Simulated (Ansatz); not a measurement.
Cost and result for the atomization energy of CH₅InSi (8 atoms, 7 bonds).

```
atom   x (Å)   y (Å)   z (Å)
  C1   0.824  -0.168  -0.553
 Si2  -0.561  -1.019   0.069
 In3  -0.939   1.474   0.979
  H4   0.818   0.322  -1.521
  H5   1.754  -0.091  -0.002
  H6  -0.442  -1.897   1.254
  H7  -1.711  -1.338  -0.806
  H8   0.257   2.717   0.579
```

The species carries charge 0 and has multiplicity 1. Correlated methods include outer-core shells of In, which these sets cover unevenly. In: def2 effective core potential. The bonds changed during the relaxation, so this is another structure than the one it started from. The structure was optimised at the PBE0-D4/def2-TZVP level. Program: Ansatz. All runs use 2 threads of an Intel Xeon Platinum 8375C on a shared host. Times are those of one run each, without the atoms' runs, and a repeat can differ threefold. Electronic energies, without spin–orbit coupling; frozen cores. CCSD(T)/CBS adds CCSD(T) − MP2 in def2-TZVPP to the MP2 limit, and its time is that of the two runs behind it. T1 = 0.018; the RHF reference is unstable towards UHF. With those shells the extrapolation isn't a true limit. B3LYP takes the VWN-RPA correlation (the form of Gaussian; ORCA's B3LYP/G).

CCSD(T)/CBS is a level of theory with its own doubt, some kJ/mol a heavy atom from the limit and from the frozen cores, so smaller differences don't rank the functionals.

```csv
level,functions,wall time,atomization (kcal/mol),difference from CCSD(T)/CBS,per bond
BLYP-D4/def2-TZVPP,193,3.8 s,535.8,-4.2,-0.6
PBE0-D4/def2-TZVPP,193,4.3 s,535.1,-4.9,-0.7
CCSD(T)/def2-SVP,83,5.5 s,502.1,-37.9,-5.4
BHLYP-D4/def2-TZVPP,193,5.5 s,524.8,-15.2,-2.2
CAM-B3LYP-D4/def2-TZVPP,193,6 s,535.9,-4.1,-0.6
B3LYP-D4/def2-TZVPP (with forces),193,7 s,537.8,-2.2,-0.3
r2SCAN-D4/def2-TZVPP (with forces),193,7.5 s,541.4,1.4,0.2
r2SCANh-D4/def2-TZVPP,193,7.5 s,538.1,-1.9,-0.3
B2PLYP/def2-TZVPP,193,11 s,529.2,-10.8,-1.5
ωB97M-V/def2-TZVPP (with forces),193,16 s,536.5,-3.5,-0.5
MP2/def2-QZVPP,359,39 s,531.7,-8.3,-1.2
CCSD(T)/def2-TZVPP,193,73 s,525.1,-14.9,-2.1
CCSD(T)/CBS(def2),–,110 s,540.0,0.0,0.0
```

At CCSD(T), def2-SVP lies −38.0 kcal/mol from the extrapolated value and def2-TZVPP −15.0 kcal/mol: correlation converges slowly with the basis, and small sets miss more of it in the bonded molecule than in its fragments. From r2SCAN to r2SCAN0 (25 % exact exchange), in def2-TZVPP and without D4, the atomization energy moves by −8.2 kcal/mol: exact exchange takes away binding that semilocal exchange gives to molecules. In def2-TZVPP, CCSD(T) changes the Hartree–Fock value by +142.4 kcal/mol (the triples alone add +9.4 kcal/mol) and MP2 by +140.2 kcal/mol; breaking electron pairs costs correlation energy, which Hartree–Fock lacks.

Spin–orbit coupling would lower the free In atoms strongly, and the atomization energy with them, by more than many differences here.
